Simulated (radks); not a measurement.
Results of a calculation; reference values are marked as such.
Kinetic energies: the exact non-interacting value of the Kohn-Sham orbitals and orbital-free approximations, in hartree. Species: Ar3+ [Ne] 3s2 3p3; Tb63+ [He]. Code: a radial shooting solver on a logarithmic mesh with Libxc functionals. Model: non-relativistic Kohn-Sham, r2SCAN, spin-polarised, spherical densities, point nucleus; meta-GGA in the generalised Kohn-Sham scheme. Every spin shell is full or empty, so the densities are truly spherical. Functionals are evaluated on that one density, not self-consistently.

functional       Ar3+    Tb63+
exact         523.926  4184.49
Thomas-Fermi   486.87   3838.7
TF + vW        796.35   8023.2
LC94           524.93   4282.1
APBEK          525.56   4275.4
Thakkar        523.62   4290.1
Pearson        516.36   4090.5
PG1            649.39   6504.0
Ernzerhof      524.40   4469.6
